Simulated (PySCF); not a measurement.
H$_{3}$O$_{2}$ (SMILES O[OH2+]), charge +1, singlet, geometry from GFN2-xTB; CCSD(T)/cc-pVDZ (PySCF).

PySCF was given this input:
```python
from pyscf import gto, scf, cc

mol = gto.Mole()
mol.atom = '''
    O     0.623757   -0.284607    0.321453
    O    -0.539542    0.250035   -0.287467
    H     1.366644   -0.205826   -0.316162
    H    -0.838253    0.982836    0.325740
    H    -1.202115   -0.500436   -0.281464
'''
mol.basis = 'cc-pvdz'
mol.charge = 1
mol.spin = 0
mol.verbose = 4
mol.build()

mf = scf.RHF(mol)
mf.kernel()

mycc = cc.CCSD(mf)
mycc.kernel()
et = mycc.ccsd_t()
print('E(CCSD(T)) = %.10f' % (mycc.e_tot + et))
```

It wrote (shortened):

```
PySCF version 2.14.0

[INPUT] verbose = 4
[INPUT] num. atoms = 5
[INPUT] num. electrons = 18
[INPUT] charge = 1
[INPUT] spin (= nelec alpha-beta = 2S) = 0
[INPUT] symmetry False subgroup None
[INPUT] Mole.unit = angstrom
[INPUT] Symbol           X                Y                Z      unit          X                Y                Z       unit  Magmom
[INPUT]  1 O      0.623757000000  -0.284607000000   0.321453000000 AA    1.178729898280  -0.537829283134   0.607458131920 Bohr   0.0
[INPUT]  2 O     -0.539542000000   0.250035000000  -0.287467000000 AA   -1.019586612700   0.472497671556  -0.543233899850 Bohr   0.0
[INPUT]  3 H      1.366644000000  -0.205826000000  -0.316162000000 AA    2.582582869780  -0.388954769315  -0.597459590995 Bohr   0.0
[INPUT]  4 H     -0.838253000000   0.982836000000   0.325740000000 AA   -1.584068593095   1.857290865363   0.615559387816 Bohr   0.0
[INPUT]  5 H     -1.202115000000  -0.500436000000  -0.281464000000 AA   -2.271668120232  -0.945686982873  -0.531889873925 Bohr   0.0

nuclear repulsion = 43.9233059269381
number of shells = 19
number of NR pGTOs = 73
number of NR cGTOs = 43
basis = cc-pvdz
ecp = {}

******** <class 'pyscf.scf.hf.RHF'> ********
method = RHF
initial guess = minao
damping factor = 0
level_shift factor = 0
DIIS = <class 'pyscf.scf.diis.CDIIS'>
diis_start_cycle = 1
diis_space = 8
diis_damp = 0
SCF conv_tol = 1e-09
SCF conv_tol_grad = None
SCF max_cycles = 50
direct_scf = True
direct_scf_tol = 1e-13
Set gradient conv threshold to 3.16228e-05
Initial guess from minao.
init E= -151.446660214204
  HOMO = -0.411992332779691  LUMO = -0.0182382977485691  gap/eV = 10.71459
cycle= 1 E= -150.9889907594  delta_E= 0.458  |g|= 0.523  |ddm|= 1.94
  HOMO = -0.815008611469921  LUMO = -0.164913845225361  gap/eV = 17.68998
cycle= 2 E= -151.040975393832  delta_E= -0.052  |g|= 0.291  |ddm|= 0.499
  HOMO = -0.834764183528721  LUMO = -0.125234369826636  gap/eV = 19.30729
cycle= 3 E= -151.054427123601  delta_E= -0.0135  |g|= 0.0556  |ddm|= 0.16
  HOMO = -0.826087474512836  LUMO = -0.117917313012024  gap/eV = 19.27029
cycle= 4 E= -151.055427954386  delta_E= -0.001  |g|= 0.0196  |ddm|= 0.0535
  HOMO = -0.83409093381664  LUMO = -0.117295877515879  gap/eV = 19.50499
cycle= 5 E= -151.055573304307  delta_E= -0.000145  |g|= 0.00712  |ddm|= 0.0202
  HOMO = -0.83360284898593  LUMO = -0.116303019567241  gap/eV = 19.51872
cycle= 6 E= -151.05560438894  delta_E= -3.11e-05  |g|= 0.00261  |ddm|= 0.0109
  HOMO = -0.834685348623514  LUMO = -0.116189795749416  gap/eV = 19.55126
cycle= 7 E= -151.055609314427  delta_E= -4.93e-06  |g|= 0.000641  |ddm|= 0.00541
  HOMO = -0.834704754985579  LUMO = -0.116138989608892  gap/eV = 19.55317
cycle= 8 E= -151.055609714011  delta_E= -4e-07  |g|= 0.000207  |ddm|= 0.00155
  HOMO = -0.834711884255714  LUMO = -0.116139090798067  gap/eV = 19.55336
cycle= 9 E= -151.055609758216  delta_E= -4.42e-08  |g|= 3.89e-05  |ddm|= 0.000592
  HOMO = -0.834707976203796  LUMO = -0.116141095403327  gap/eV = 19.55320
cycle= 10 E= -151.055609759435  delta_E= -1.22e-09  |g|= 7.61e-06  |ddm|= 9.03e-05
  HOMO = -0.834708653464863  LUMO = -0.116141831526222  gap/eV = 19.55320
cycle= 11 E= -151.055609759474  delta_E= -3.9e-11  |g|= 1.84e-06  |ddm|= 1.35e-05
  HOMO = -0.8347085820132  LUMO = -0.116141872561871  gap/eV = 19.55320
Extra cycle  E= -151.055609759476  delta_E= -1.85e-12  |g|= 8.46e-07  |ddm|= 2.31e-06
converged SCF energy = -151.055609759476

******** <class 'pyscf.cc.ccsd.CCSD'> ********
CC2 = 0
CCSD nocc = 9, nmo = 43
max_cycle = 50
direct = 0
conv_tol = 1e-07
conv_tol_normt = 1e-05
diis_space = 6
diis_start_cycle = 0
diis_start_energy_diff = 1e+09
Init t2, MP2 energy = -151.444811360047  E_corr(MP2) -0.389201600570574
Init E_corr(CCSD) = -0.389201600570872
cycle = 1  E_corr(CCSD) = -0.393906088420929  dE = -0.00470448785  norm(t1,t2) = 0.0392307
cycle = 2  E_corr(CCSD) = -0.403061717103621  dE = -0.00915562868  norm(t1,t2) = 0.0143248
cycle = 3  E_corr(CCSD) = -0.404887740690475  dE = -0.00182602359  norm(t1,t2) = 0.00628056
cycle = 4  E_corr(CCSD) = -0.405979483380304  dE = -0.00109174269  norm(t1,t2) = 0.0021946
cycle = 5  E_corr(CCSD) = -0.405941696943991  dE = 3.77864363e-05  norm(t1,t2) = 0.000708383
cycle = 6  E_corr(CCSD) = -0.405890361367202  dE = 5.13355768e-05  norm(t1,t2) = 0.000214944
cycle = 7  E_corr(CCSD) = -0.40590252197801  dE = -1.21606108e-05  norm(t1,t2) = 8.57682e-05
cycle = 8  E_corr(CCSD) = -0.405902733246096  dE = -2.11268085e-07  norm(t1,t2) = 2.05513e-05
cycle = 9  E_corr(CCSD) = -0.405901974462894  dE = 7.58783201e-07  norm(t1,t2) = 7.5626e-06
cycle = 10  E_corr(CCSD) = -0.405901964539968  dE = 9.92292681e-09  norm(t1,t2) = 2.96633e-06
CCSD converged
E(CCSD) = -151.4615117240162  E_corr = -0.4059019645399676
CCSD(T) correction = -0.00919316301800352
E(CCSD(T)) = -151.4707048870
```
